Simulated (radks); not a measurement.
The numbers below are computed, except where a source is named.
N I, configuration [He] 2s2 2p3.

Level of theory: non-relativistic Kohn-Sham, r2SCAN, spin-polarised, spherical densities, point nucleus; open shells are filled with parallel spins first; meta-GGA in the generalised Kohn-Sham scheme (a radial shooting solver on a logarithmic mesh with Libxc functionals).

Energy parts (eV):
| part | energy |
|---|---|
| total | -1485.307 |
| kinetic | 1481.219 |
| electron-nucleus | -3493.383 |
| Hartree | 711.178 |
| exchange-correlation | -184.321 |

Orbitals (lengths in bohr, moments of r in powers of bohr; r(max) is where P^2 peaks):
orbital  occ.  eigenvalue (eV)  r(max)    <r^2>
1s up       1        -388.6247  0.1486  0.07167
1s down     1        -386.6919  0.1483  0.07061
2s up       1         -21.3551   1.005    2.041
2s down     1         -15.1951   1.042    2.339
2p up       3          -8.8961  0.9643    2.594
2p down     0          -3.1505   1.063    3.516

The highest occupied level is 2p up at -8.896 eV. The density falls to 0.001 e/bohr^3 at r = 3.38 bohr. Virial ratio -V/T = 2.00276. The electron density at the nucleus is 206.5 e/bohr^3.
